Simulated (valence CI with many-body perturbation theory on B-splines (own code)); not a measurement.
## Missing levels of Ce42+

Computed by relativistic CI+MBPT: six valence electrons over a frozen Dirac-Fock core [Ne], a basis of 9 s, 9 p, 8 d, 6 f, 3 g, 1 h functions for each j, with the one-electron correlation potential Σ1, the two-electron term Σ2, the three-electron term Σ3, Breit, model QED; selected CI, second order for the rest, scaled by the run's own slope (own B-spline code, finite nucleus).

No measured spectrum was set against this ion. As an estimate, large intervals hold to a few tenths of a per cent, small ones and those within an open d or f shell to about a per cent. Among the levels kept, up to 1100 cm⁻¹ of a level comes from second order outside the variational space, and about a tenth of that is noise between levels of different J, which matters for small intervals.

```
                             Level  E (cm⁻¹)
        (3s^2 3p1/2^2 3p3/2^2) J=2         0
        (3s^2 3p1/2^2 3p3/2^2) J=0    113780
          (3s^2 3p1/2 3p3/2^3) J=1    863470
          (3s^2 3p1/2 3p3/2^3) J=2    923630
    (3s^2 3p1/2^2 3p3/2 3d3/2) J=2   1375800
    (3s^2 3p1/2^2 3p3/2 3d3/2) J=1   1413400
    (3s^2 3p1/2^2 3p3/2 3d3/2) J=0   1423000
    (3s^2 3p1/2^2 3p3/2 3d3/2) J=3   1423800
    (3s^2 3p1/2^2 3p3/2 3d5/2) J=2         ?
    (3s^2 3p1/2^2 3p3/2 3d5/2) J=4         ?
    (3s^2 3p1/2^2 3p3/2 3d5/2) J=3         ?
    (3s^2 3p1/2^2 3p3/2 3d5/2) J=1         ?
                (3s^2 3p3/2^4) J=0   1831600
          (3s 3p1/2^2 3p3/2^3) J=2   1912900
          (3s 3p1/2^2 3p3/2^3) J=1         ?
(3s^2 3p1/2 3p3/2^2 3d3/2) J=2 [a]   2189700
    (3s^2 3p1/2 3p3/2^2 3d3/2) J=0   2192800
(3s^2 3p1/2 3p3/2^2 3d3/2) J=1 [a]   2198300
(3s^2 3p1/2 3p3/2^2 3d3/2) J=3 [a]         ?
    (3s^2 3p1/2 3p3/2^2 3d3/2) J=4   2293100
```

Levels are named by their leading jj configuration (3d3/2^4 stands for four electrons in 3d with j = 3/2), which in mixed levels can hold well under half, so a name can repeat and another be missing. Letters in brackets count levels of one name in rising energy.

The levels stand in rising order. What does the calculation give for the missing energies?

(3s^2 3p1/2^2 3p3/2 3d5/2) J=2 1601100; (3s^2 3p1/2^2 3p3/2 3d5/2) J=4 1605100; (3s^2 3p1/2^2 3p3/2 3d5/2) J=3 1750200; (3s^2 3p1/2^2 3p3/2 3d5/2) J=1 1801100; (3s 3p1/2^2 3p3/2^3) J=1 2028700; (3s^2 3p1/2 3p3/2^2 3d3/2) J=3 [a] 2234600.
